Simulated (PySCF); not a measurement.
WF₄, SMILES [F][W]([F])([F])[F] (connectivity only; charge and spin as stated), neutral, multiplicity 3.

Geometry: B3LYP-D3(BJ)/def2-SVP. A frequency run showed that this geometry is not a minimum. The spin state was assumed, not searched. The def2 effective core potentials stand for the cores of W; spin–orbit coupling is left out.

Calculation: PySCF 2.14.0 with TDA-PBE0/def2-SVPD.

Vertical excitations. Gas-phase values at a fixed geometry.

Q: List the lowest excited states. (Estimate from the structure and the level; the computed values follow.)

A: 
| state | energy (eV) | λ (nm) | f | main pairs |
|---|---|---|---|---|
| root 1 | 0.57 | 2192 | 0.000 | α HOMO→LUMO 99 % |
| root 2 | 0.92 | 1340 | 0.000 | α HOMO→LUMO+1 99 % |
| root 3 | 1.91 | 649 | 0.000 | α HOMO−1→LUMO 99 % |
| root 4 | 2.59 | 478 | 0.000 | α HOMO−1→LUMO+1 100 % |
| root 5 | 4.87 | 254 | 0.006 | α HOMO→LUMO+2 85 %, α HOMO→LUMO+4 14 % |
| root 6 | 5.63 | 220 | 0.000 | α HOMO→LUMO+3 97 % |
| root 7 | 5.94 | 209 | 0.001 | α HOMO−2→LUMO 97 % |
| root 8 | 6.04 | 205 | 0.005 | α HOMO→LUMO+4 82 %, α HOMO→LUMO+2 14 % |
| root 9 | 6.30 | 197 | 0.000 | β HOMO→LUMO 97 % |
| root 10 | 6.32 | 196 | 0.000 | α HOMO−3→LUMO 98 % |
Unrestricted roots are not spin-pure.
